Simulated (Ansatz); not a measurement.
A CCSD(T) single point on `C[O][Hf]([F])([Cl])[S]C`.

```yaml
crystal:
  periodic: [false, false, false]
  atoms:
    - {symbol: C, position_ang: [1.437461, -0.324809, 1.863484]}
    - {symbol: O, position_ang: [1.128459, 0.232874, 0.625309]}
    - {symbol: Hf, position_ang: [0.579511, 1.012776, -1.004997]}
    - {symbol: F, position_ang: [1.070033, -0.189559, -2.403399]}
    - {symbol: Cl, position_ang: [1.511488, 3.155597, -1.278239]}
    - {symbol: S, position_ang: [-1.838436, 1.182018, -0.981142]}
    - {symbol: C, position_ang: [-2.068496, -0.630059, -0.868247]}
    - {symbol: H, position_ang: [1.795314, -1.350668, 1.737226]}
    - {symbol: H, position_ang: [2.218897, 0.261167, 2.355312]}
    - {symbol: H, position_ang: [0.551634, -0.335836, 2.505255]}
    - {symbol: H, position_ang: [-2.736052, -0.940722, -1.670554]}
    - {symbol: H, position_ang: [-2.510434, -0.874361, 0.096336]}
    - {symbol: H, position_ang: [-1.139389, -1.198410, -0.976335]}
basis:
  gaussian: {orbitals: def2-SVP}
correlation: {method: ccsd_t}
```

```sh
$ ansatz run in.yaml --threads 2 --pin off --events-out ev --progress --plain --max-ram 32768MiB --backend cuda --devices 0, --max-vram 18GiB
```

Output of Ansatz, abridged:

```
Functional definition: HF
1498 factors; integrals over basis functions are off by at most 1.4e-3 eV
mean field evaluation 1: about -31501.3052 eV, gradient 4.8e1 eV
mean field evaluation 2: about -31501.4682 eV, gradient 4.8e1 eV
mean field evaluation 4: about -31506.4690 eV, gradient 3.7e0 eV
mean field evaluation 8: about -31506.5367 eV, gradient 3.4e-1 eV
mean field -31506.53711963 eV, -1157.8438832484 hartree, gradient 2.1e-6 eV, S^2 0.000000; 0 other end points of the search recorded, 0 dependent functions left out
14 core orbitals not correlated: weight in the atoms' cores, before any rotation towards them, 1.000 or more for the frozen orbitals, at most 0.000 for the correlated occupied ones
reference -31506.53711963 eV, -1157.8438832484 hartree; 26, 26 occupied and 114, 114 virtual orbitals, 1498 factors
second order -31.08301776 eV of doubles, -0.00000000 eV of singles
cycle   1  -31.46046703 eV  change   -3.8e-1 eV  update   1.7e-1
cycle   2  -32.23974554 eV  change   -7.8e-1 eV  update   6.0e-2
cycle   3  -32.49852792 eV  change   -2.6e-1 eV  update   3.0e-2
cycle   4  -32.49793749 eV  change    5.9e-4 eV  update   7.2e-3
cycle   5  -32.48952689 eV  change    8.4e-3 eV  update   2.7e-3
cycle   6  -32.48970665 eV  change   -1.8e-4 eV  update   9.3e-4
cycle   7  -32.48955126 eV  change    1.6e-4 eV  update   3.3e-4
cycle   8  -32.48941299 eV  change    1.4e-4 eV  update   1.2e-4
cycle   9  -32.48946388 eV  change   -5.1e-5 eV  update   4.0e-5
perturbative correction -0.94555873 eV, -0.0347486423 hartree
Total energy: -31539.97214223 eV, -1159.0725976660 hartree
```

It took 7.5 s on 2 threads of an AMD EPYC 7R13 on a shared host and a share of an NVIDIA H100 80 GB, with 0.78 GiB of host memory at the peak.

MP2 recovers 93.0 % of the CCSD(T) correlation energy and the triples give 2.8 %; T1 = 0.0152.
